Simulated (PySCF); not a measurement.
PySCF input file for Zr(F)3(OH)(OH2) (F3H3O2Zr), SMILES [OH][Zr](<-[OH2])([F])([F])[F], multiplicity 1, IEF-PCM-M06-2X/def2-SVP. The structure is a stationary point at B3LYP-D3(BJ)/def2-SVP. The spin state was assumed, not searched. The structure was generated by enumeration; whether it is a known compound was not checked. The def2 effective core potentials stand for the cores of Zr; spin–orbit coupling is left out. The values are those of a single conformer.

```python
import numpy as np
from pyscf import gto, scf, dft
from pyscf.solvent import pcm

mol = gto.M(
    atom='''
    Zr   -0.20146261    0.01680406    0.00000000
    F     0.33652647   -0.82875216    1.66221829
    F     0.33652647   -0.82875204   -1.66221835
    F    -0.10859785    1.93545852    0.00000007
    O    -2.08650032   -0.33283486   -0.00000001
    H    -3.01997615   -0.55028166   -0.00000002
    O     2.19680422    0.09364396    0.00000000
    H     2.55797686   -0.35497107   -0.77981523
    H     2.55797686   -0.35497113    0.77981520
    ''',
    basis='def2-SVP',
    ecp={'Zr': 'def2-svp'},
    charge=0,
    spin=0,
    max_memory=1600,
    verbose=3,
)
mf = dft.RKS(mol, xc='m06-2x').density_fit(auxbasis='def2-universal-jkfit')
mf.grids.level = 4
mf.conv_tol = 1e-9
mf.max_cycle = 100
mf.kernel()
res = {}
for name, eps in {'water': 78.355, 'diethylether': 4.24, 'ethanol': 24.852}.items():
    s = mf.PCM()
    s.with_solvent.method, s.with_solvent.eps, s.with_solvent.lebedev_order = 'IEF-PCM', eps, 29
    s.kernel(mf.make_rdm1())
    res[name] = (s.e_tot, eps, s.dip_moment(), s.mo_energy, s.converged)
    print(f'{name}: electrostatic solvation free energy {(s.e_tot - mf.e_tot) * 627.509474:.3f} kcal/mol')
```

Log of the run:

```
converged SCF energy = -498.5604668266

WARN: PCM is an experimental feature. It is still in testing.
Features and APIs may be changed in the future.

converged SCF energy = -498.584246637529
Dipole moment(X, Y, Z, Debye):  1.88188, -2.13995, -0.00000
water: electrostatic solvation free energy -14.922 kcal/mol

WARN: PCM is an experimental feature. It is still in testing.
Features and APIs may be changed in the future.

converged SCF energy = -498.576933895627
Dipole moment(X, Y, Z, Debye):  1.82512, -2.01552, -0.00000
diethylether: electrostatic solvation free energy -10.333 kcal/mol

WARN: PCM is an experimental feature. It is still in testing.
Features and APIs may be changed in the future.

converged SCF energy = -498.583248526616
Dipole moment(X, Y, Z, Debye):  1.87380, -2.12203, -0.00000
ethanol: electrostatic solvation free energy -14.296 kcal/mol
```

The run converged.

Cost: about 3 core-minutes (a rough figure).
